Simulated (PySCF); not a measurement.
B(Cl)(H)(iPr) (C3H8BCl), SMILES CC(C)BCl.

Coordinates come from a ωB97X-D3(BJ)/def2-SVP optimisation. Other conformers were not sampled.

Calculation: PySCF with TDDFT-PBE/def2-SVPD.

Vertical excitations. The molecule is in vacuum.

| state | energy (eV) | λ (nm) | f | main pairs |
|---|---|---|---|---|
| S1 | 4.71 | 263 | 0.000 | HOMO→LUMO 100 % |
| S2 | 5.86 | 212 | 0.003 | HOMO−1→LUMO 94 % |
| S3 | 6.12 | 203 | 0.004 | HOMO−3→LUMO 76 %, HOMO−2→LUMO 22 % |
| S4 | 6.25 | 198 | 0.050 | HOMO−2→LUMO 60 %, HOMO−3→LUMO 19 %, HOMO−4→LUMO 18 % |
| S5 | 6.77 | 183 | 0.005 | HOMO→LUMO+1 69 %, HOMO−5→LUMO 22 % |
| S6 | 6.79 | 183 | 0.032 | HOMO−5→LUMO 60 %, HOMO→LUMO+1 30 % |
| S7 | 7.01 | 177 | 0.058 | HOMO−4→LUMO 54 %, HOMO−6→LUMO 20 %, HOMO−5→LUMO 11 % |
| S8 | 7.19 | 172 | 0.020 | HOMO−6→LUMO 79 % |
| S9 | 7.43 | 167 | 0.024 | HOMO→LUMO+2 99 % |
| S10 | 7.74 | 160 | 0.024 | HOMO→LUMO+3 99 % |
| T1 | 4.32 | 287 | 0 | HOMO→LUMO 99 % |
| T2 | 5.43 | 228 | 0 | HOMO−1→LUMO 97 % |
| T3 | 5.72 | 217 | 0 | HOMO−2→LUMO 55 %, HOMO−4→LUMO 29 %, HOMO−3→LUMO 14 % |
| T4 | 5.97 | 208 | 0 | HOMO−2→LUMO 44 %, HOMO−4→LUMO 31 %, HOMO−3→LUMO 24 % |
Triplets are in the Tamm–Dancoff approximation, which puts them higher than full response would, so one can lie above its singlet here.
